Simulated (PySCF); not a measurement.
O4W (SMILES [O]=[W-2](=[O])(=[O])=[O]), charge -2, singlet, at a GFN2-xTB geometry (such geometries of metal compounds can be far from the true shape) (core potentials on W) (in this run its highest filled SCF level lies above zero, so its values depend strongly on the basis, on diffuse functions most of all). Base run: DF-TPSS/def2-TZVP (PySCF).

Here is a job for PySCF.
```python
from pyscf import gto, scf, dft

mol = gto.Mole()
mol.atom = '''
    W     0.00000000   -0.00000000   -0.00000000
    O     1.22151270    0.75059407   -1.05310996
    O     0.81207991   -0.92511978    1.28421374
    O    -1.02182507   -1.09275821   -0.96243355
    O    -1.01176754    1.26728392    0.73132977
'''
mol.basis = 'def2-tzvp'
mol.ecp = {'W': 'def2-tzvp'}
mol.charge = -2
mol.verbose = 4
mol.build()

mf = dft.RKS(mol)
mf.xc = 'tpss'
mf = mf.density_fit(auxbasis='def2-universal-jkfit')
mf.kernel()
```

Each row names what was changed in the base input (with any setting that the change needs).

```csv
change,ΔE vs base (µEh),grid points,electrons on the grid,outcome
base,0.0,80640,48.00000,converged
grids.level = 4,-3.5,148072,48.00000,converged
grids.becke_scheme = stratmann,-0.1,80640,48.00000,converged
grids.level = 2,20.7,60424,48.00001,converged
grids.prune = dft.gen_grid.sg1_prune,-,-,-,input refused
"grids.atom_grid = (150, 974)",-4.5,384904,48.00000,converged
"grids.atom_grid = (99, 590)",-5.9,154616,48.00000,converged
grids.level = 1,159,29656,48.00000,converged
"grids.atom_grid = (30, 110)",4000,12232,47.99946,converged
"grids.atom_grid = (50, 194)",-148,32112,47.99999,converged
"grids.atom_grid = (75, 302)",71.8,70200,48.00001,converged
```

- grids.prune = dft.gen_grid.sg1_prune: ended with `IndexError: index 74 is out of bounds for axis 0 with size 19`
